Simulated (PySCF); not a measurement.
**Electron correlation in I (iodine, neutral)**

[Kr] 4d10 5s2 5p4 5d1, one real determinant (an excited configuration). All numbers are calculated (PySCF 2.14, a scalar-relativistic core potential, in aug-cc-pwCVDZ-PP with ECP28MDF (6s5p4d1f, 48 functions)). Frozen: 4s2 4p6 4d10; 7 electrons correlated.

MP2 pair energies summed by pair of shells (mhartree):

| pair | energy | share (%) |
| --- | --- | --- |
| 5p-5p | -28.23 | 42.5 |
| 5s-5p | -27.15 | 40.9 |
| 5s-5s | -5.81 | 8.7 |
| 5p-5d | -3.45 | 5.2 |
| 5s-5d | -1.73 | 2.6 |

Total MP2 correlation energy: -66.36 mhartree.

Same-spin part -16.71 and opposite-spin part -49.65 mhartree; SCS-MP2 scales them by 1/3 and 6/5 to -65.15 mhartree.

The reference is one real determinant that mixes LS terms of this configuration.
